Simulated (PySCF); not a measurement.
## TlSb and its ions

PBE0; PySCF, scalar-relativistic core potentials, basis sets Tl def2-SVP with ECP60, Sb def2-SVP with ECP28. Neutral (UKS): triplet (π ↑↑), Re = 3.014 Å, ωe = 124 cm⁻¹, De = 1.63 eV, HOMO -4.79 eV, LUMO -2.76 eV.

TlSb⁺ (UKS): quartet (σ ↑, π ↑↑), Re = 3.301 Å, ωe = 66.1 cm⁻¹. The energies at the minima are -412.77301 hartree for TlSb and -412.53110 for TlSb⁺.

**Question.** Work out the adiabatic ionisation energy, without and with harmonic zero-point energies (1 hartree = 27.2114 eV, 1 eV = 8065.5 cm⁻¹), and the change of the bond length.

**Answer.** At PBE0: 0.24191 hartree = 6.583 eV between the minima; the zero-point term (66.1 − 124.0)/2 cm⁻¹ = -0.004 eV makes it 6.579 eV. Re changes by +28.7 pm against the neutral. The electron leaves a σ orbital, and the longer bond of the ion fits a bonding orbital, or a change in how ionic the bond is.

Spin–orbit coupling is left out, which matters for elements this heavy, above all for dissociation energies. States were picked by a PBE0 search and need not be the measured ground states.
